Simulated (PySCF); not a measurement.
A structure optimised at PBE-D3(BJ)/def2-SVP, used in a PySCF frequency run:

```xyz
5

F      0.0000     0.0000     1.6004
C      0.0000     0.0000     0.2602
Cl    -1.4656     0.8462    -0.3130
Cl     1.4656     0.8462    -0.3130
Cl     0.0000    -1.6923    -0.3130
```
Charge 0, spin multiplicity 1.

Task: Write its SMILES, formula and point group.

Result: FC(Cl)(Cl)Cl, CCl₃F, C3v

Task: What are its rotational constants (standard atomic weights)?

Result: 2.3818, 2.3818, 1.6592 GHz
